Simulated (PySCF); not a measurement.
Cr¹¹⁺ (chromium, charge +11) across methods

[Ne] 3s2 3p1, 2P determinant. Calculation: PySCF 2.14, in an even-tempered Gaussian basis (19 s from 0.49 bohr⁻², ratio 2.5; 12 p from 0.64 bohr⁻², ratio 2.5; 5 d from 3.8 bohr⁻², ratio 2.7; 4 f from 5.7 bohr⁻², ratio 2.7); scalar relativity by spin-free X2C-1e.

```
method  E (hartree)  mean ε 3s α (eV)  mean ε 3s β (eV)  mean ε 3p α (eV)  Σ⟨r²⟩ (bohr²)   ⟨S²⟩
M06-2X    -1001.888           -320.66           -316.53           -290.58          2.762  0.752
   LDA     -999.426           -313.68           -310.85           -283.33          2.761  0.751
  PBE0    -1001.618           -317.60           -313.61           -287.22          2.760  0.752
revPBE    -1001.739           -313.82           -310.61           -283.77          2.759  0.751
   PBE    -1001.576           -313.85           -310.74           -283.73          2.759  0.751
   UHF  -1001.23792           -327.73           -320.68           -296.71          2.768  0.754
```

Estimate the same row for r2SCAN.

E (hartree) = -1001.754; mean ε 3s α (eV) = -314.77; mean ε 3s β (eV) = -311.03; mean ε 3p α (eV) = -284.69; Σ⟨r²⟩ (bohr²) = 2.765; ⟨S²⟩ = 0.753.
